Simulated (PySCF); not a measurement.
**SbF: from constants to spectrum**

UHF-CCSD(T) constants of SbF, ³Σ⁻ (triplet), unpaired electrons π ↑↑ (basis Sb def2-TZVPP with ECP28, F def2-TZVPP; scalar-relativistic core potentials; PySCF 2.14; masses 120.9038 and 18.9984 u):

- ωe: 618.5 cm⁻¹
- ωexe: 2.84 cm⁻¹
- Be: 0.27877 cm⁻¹
- αe: 0.00178 cm⁻¹
- D (centrifugal): 2.26e-07 cm⁻¹
- De to Sb + F: 3.85 eV

**Question.** Give the vibrational terms G(v) and spacings up to v = 6.

**Answer.** G(v) = ωe(v+½) − ωexe(v+½)².

| v | G(v) (cm⁻¹) | G(v) − G(v−1) | Bv (cm⁻¹) |
| --- | --- | --- | --- |
| 0 | 308.5 |  | 0.2779 |
| 1 | 921.4 | 612.8 | 0.2761 |
| 2 | 1528.5 | 607.1 | 0.2743 |
| 3 | 2130.0 | 601.5 | 0.2725 |
| 4 | 2725.7 | 595.8 | 0.2708 |
| 5 | 3315.8 | 590.1 | 0.2690 |
| 6 | 3900.3 | 584.4 | 0.2672 |

**Question.** How well does the Morse estimate ωe²/(4ωexe) reproduce De, and what is D0?

**Answer.** It gives 4.18 eV, 108 % of the computed De. D0 = De − G(0) = 3.85 − 0.04 = 3.81 eV.

Correlated steps freeze 5 core orbitals. These are scalar-relativistic numbers at best; spin–orbit coupling would shift them, the dissociation energy most. The state was picked by a PBE0 search and need not be the measured ground state.
